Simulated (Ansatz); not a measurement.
Basis-set extrapolation for C3H7ClO2Si, SMILES `C=C[Si](O)(Cl)OC` (PBE0-D4/def2-TZVP geometry, frozen core, Ansatz 0.2.0). Multiplicity 1, RHF reference.

```
                       def2-TZVPP    def2-QZVPP
                 HF  -1016.122141  -1016.156947
    MP2 correlation     -1.271874     -1.372144
CCSD(T) correlation     -1.378216       not run
```

Energies in hartree. Use E(X) = E(∞) + A·exp(−7.88·√X) for Hartree–Fock and E(X) = E(∞) + B·X^(−2.97) for correlation, with X = 3 and 4, and add CCSD(T) minus MP2 of the smaller set to the MP2 limit.

Problem. What is the CCSD(T) energy at the basis-set limit?

Solution. HF limit: -1016.156947 + (-0.034806) × 0.13774 = -1016.16174. MP2 limit: -1.372144 + (-0.100270) × 0.74074 = -1.44642. Higher-order term: -1.378216 − (-1.271874) = -0.10634. Total: -1017.71450 hartree, 562.2 kJ/mol below CCSD(T)/def2-TZVPP.
